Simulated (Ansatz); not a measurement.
The first iterations of a band of C$_{2}$H$_{3}$Ge (6 atoms, charge 0, multiplicity 2).

Method: UKS B3LYP/def2-SVP in Ansatz 0.2.0.

```
movable images  : 5
climbing image  : yes
spring          : 5.0 eV/Å²
optimiser       : quadratic models (default)
start path      : through a guess of the saddle point
force threshold : 0.03 eV/Å
iteration limit : 60
end points      : relaxed
```

First end point:

```xyz
6
Properties=species:S:1:pos:R:3
C -0.617 -1.672 -0.138
C -0.118 -0.563 -0.028
Ge 0.822 1.071 0.188
H -1.073 -2.640 -0.239
H 0.849 1.841 -1.153
H 0.179 1.899 1.324
```

Last end point:

```xyz
6
Properties=species:S:1:pos:R:3
C -0.614 -1.673 -0.138
C -0.261 -0.506 -0.069
Ge 0.108 1.354 -0.012
H -0.906 -2.706 -0.192
H 1.192 1.705 -1.056
H 0.523 1.762 1.420
```

| iteration | highest image above the first end (eV) | largest band force component (eV/Å) |
| --- | --- | --- |
| 1 | 0.469 | 3.451 |
| 2 | 0.267 | 0.593 |

Task: Does the band converge within its limit, and where does its top end?

Result: The forces met the threshold. It ended after 6 iterations with the highest image 0.257 eV above the first end. A vibrational analysis at the climbing image gives one clearly imaginary mode, 593i cm⁻¹: a first-order saddle point.

Run time: 70 s on 2 threads of Arm Neoverse V1, on a shared host, peak memory 0.25 GiB.
